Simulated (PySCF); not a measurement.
An unknown is described by computed data only.

Elements present: Al, C, H, N and O. Monoisotopic mass: 129.0734 u.

| Property | Result |
| --- | --- |
| Dipole | 7.09 D [PBE0/def2-SVPD] |
| UV, first state | lowest singlet excitation: 4.51 eV (275 nm, f = 0.002) [TDDFT PBE0/def2-SVPD] |
| Valence photoelectron | vertical ionisation energy: 8.84 eV [ΔSCF PBE0/def2-SVPD] |
| 13C NMR | chemical shifts (computed TMS as zero) by class: 160.2 (1 C), 103.2 (1 C), 72.1 (1 C), 34.1 (1 C), 24.3 (1 C) ppm [GIAO PBE0/pcSseg-1] |
| NMR, other nuclei | isotropic shieldings of nuclei other than C and H, by class: -137 (1 N), 239 (1 O), 413 (1 Al) ppm [GIAO PBE0/pcSseg-1] |
| Rotational structure | rotational constants A, B, C: 1.927, 1.689, 1.043 GHz [PBE0-D3(BJ)/def2-SVP] |
| 1H NMR | chemical shifts (computed TMS as zero) by class: 7.61 (1 H), 7.51 (1 H), 5.07 (1 H), 4.39 (1 H), 4.20 (3 H), 3.69 (1 H), 2.37 (1 H), 2.22 (1 H), 1.68 (1 H), 1.63 (1 H) ppm [GIAO PBE0/pcSseg-1] |

Gas-phase values; electronic properties from PySCF, density fitting. Levels stand in brackets. One conformer (not necessarily the lowest) at the PBE0-D3(BJ)/def2-SVP geometry, without solvent, vibrations or thermal averaging. Each NMR value is the plain mean over a class of atoms that symmetry, rotation or inversion makes alike.

Task: Which formula fits the mass and the elements?

Result: C5H12AlNO (calculated 129.0734). No other formula that holds each of these elements comes within 0.0003 u with a fitting electron parity and a possible valence count.

Task: What is the compound? Reason from the data.

Result: Numbering: `[CH2:1]=[N:2][C@@H:3]1[CH2:4][CH2:5][CH2:6][O+:7]1[AlH3-:8]`. 5 carbons fall into 5 classes; from least to most shielded: imine carbon [C1] (160.2 ppm), ring sp3 carbon bound to oxygen [C3] (103.2 ppm), ring sp3 carbon bound to oxygen [C6] (72.1 ppm), ring CH2 carbon [C4] (34.1 ppm), ring CH2 carbon [C5] (24.3 ppm). Hydrogen classes from least to most shielded: 1 H on an imine carbon, C1 (7.61 ppm), 1 H on an imine carbon, C1 (7.51 ppm), 1 H on an sp3 carbon bound to oxygen, C6 (5.07 ppm), 1 H on an sp3 carbon bound to oxygen, C3 (4.39 ppm), 3 H on an aluminium bonded to O and 3 H, Al8 (4.20 ppm), 1 H on an sp3 carbon bound to oxygen, C6 (3.69 ppm), 1 H on a ring CH2 carbon, C5 (2.37 ppm), 1 H on a ring CH2 carbon, C4 (2.22 ppm), 1 H on a ring CH2 carbon, C4 (1.68 ppm), 1 H on a ring CH2 carbon, C5 (1.63 ppm). The other shieldings belong to: -137 ppm, imine nitrogen [N2]; 239 ppm, oxygen bonded to Al and 2 C [O7]; 413 ppm, aluminium bonded to O and 3 H [Al8]. S1 is mainly HOMO→LUMO (weight 0.80); the largest Löwdin shares of the orbital it empties are 0.34 on the aluminium bonded to O and 3 H, 0.32 on an Al–H hydrogen, 0.17 on an Al–H hydrogen and 0.05 on an Al–H hydrogen, of the orbital it fills 0.40 on the imine carbon, 0.35 on the imine nitrogen, 0.08 on a hydrogen on a C=N carbon and 0.07 on a hydrogen on a C=N carbon. The optimised geometry has point group C1 and is an asymmetric top. Structure: `C=N[C@@H]1CCC[O+]1[AlH3-]`. Computed isomers that give other values at the same levels: `[H]/N=C\[C@@H]1CCC[O+]1[AlH3-]` (13C chemical shifts (computed TMS as zero) by class: 172.7 (1 C), 87.2 (1 C), 72.9 (1 C), 29.7 (1 C), 25.9 (1 C) ppm); `CC#[N+][AlH2-][O]C(C)C` (rotational constant A: 2.405 GHz; this holds for the one conformer computed). The assignments are read from this structure; whether some other isomer fits the data as well wasn't checked. The mirror image fits equally.
